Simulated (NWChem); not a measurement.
Molecule: hexafluoroacetylacetone (C5H2F6O2); SMILES O=C(C=C(O)C(F)(F)F)C(F)(F)F

```xyz
15

O     -2.0147    -1.9761    -0.0028
C     -0.8982    -1.2629    -0.0021
C     -0.8686     0.0898    -0.0049
C      0.3244     0.9352    -0.0055
O      1.4751     0.5808    -0.0100
C     -0.0017     2.4480     0.0013
F     -0.7204     2.7588     1.0855
F     -0.7364     2.7656    -1.0704
F      1.0939     3.1767    -0.0046
C      0.3337    -2.1780     0.0017
F      1.0736    -1.9654     1.0800
F      1.0690    -1.9795    -1.0824
F     -0.0469    -3.4502     0.0109
H     -2.7828    -1.3893    -0.0064
H     -1.8336     0.6067    -0.0068
```
Atoms are numbered in this order, from 1.

All runs: NWChem. Pople sets run with spherical d functions. Medium grid unless said otherwise, to which SCAN and Minnesota functionals are sensitive. Geometry: optimised at PBE0/def2-SVP. No frequency run checked for a minimum. Total energies of different functionals are on different scales.

```tsv
level	energy (Ha)	highest occupied level (eV)	orbital gap (eV)	dipole (D)
B3LYP/6-31G*	-941.1761	-7.59	5.22	4.37
PBE/6-31G*	-940.2516	-5.97	3.02	4.29
MN15-L/6-31G*	-940.4009	-6.82	4.05	4.44
BP86/6-31G*	-941.1798	-6.12	3.05	4.32
Hartree-Fock/6-31G*	-936.8322	-10.88	12.38	4.61
PW6B95/6-31G*	-942.2309	-8.08	5.91	4.37
LC-BLYP (range parameter 0.33 per bohr)/6-31G*	-939.5776	-10.05	10.02	4.26
```
